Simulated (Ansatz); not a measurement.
Molecule: sum formula ZnOH (charge +1, singlet). SMILES: [OH][Zn+]
Geometry: optimised at B3LYP-D3(BJ)/def2-TZVP (Ansatz, an electronic-structure program).

Quantity: vertical electron affinity (to the doublet state of charge +0; a negative value means that the extra electron is unbound and the number depends on the basis; each state is the SCF solution reached for its spin; for the singlet T1 is 0.026), in eV. Cores are frozen in the correlated levels unless marked. UHF or UKS for open shells. No spin-orbit coupling. Frozen are the shells of the preceding noble gas and the d and f shells that filled before the atom's block. No relativistic terms. Basis-set limits of correlation are two-point, X^-3; Hartree-Fock from the larger set. [CCSD(T)-MP2]/basis is that difference in the basis named.

| level | program | vertical electron affinity (eV) |
|---|---|---|
| HF/def2-SVPD | Ansatz | 8.01 |
| HF/def2-TZVPPD | Ansatz | 8.00 |

Problem. What does RI-MP2/CBS(def2-TZVPPD,def2-QZVPPD)+[CCSD(T)-MP2]/def2-TZVPPD (Ansatz) give?

Solution. 8.51 eV, so HF/def2-TZVPPD differs from it by -0.51 eV.
